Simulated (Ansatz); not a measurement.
FH4O4Si, SMILES O[Si-](O)(O)(O)F, charge -1.

Coordinates come from a PBE0-D3(BJ)/def2-SVPD optimisation. The values are those of a single conformer.

Two levels are set side by side: PBE/def2-TZVPD (Ansatz, a first-principles code) and PBE0/def2-TZVPD (Ansatz). Energy differences of separate SCF runs at the same geometry; the states with an electron removed or added have multiplicity 2. Differences are taken from unrounded values.

```tsv
quantity	PBE0
vertical ionisation energy (eV)	5.52
vertical singlet–triplet gap (eV)	5.90
```

### Question
What does PBE give, and how far is it from PBE0? (Estimate from the structure and the level; the computed values follow.)

### Answer

```csv
quantity,PBE,PBE minus PBE0
vertical ionisation energy (eV),4.81,-0.71
vertical singlet–triplet gap (eV),5.19,-0.72
```
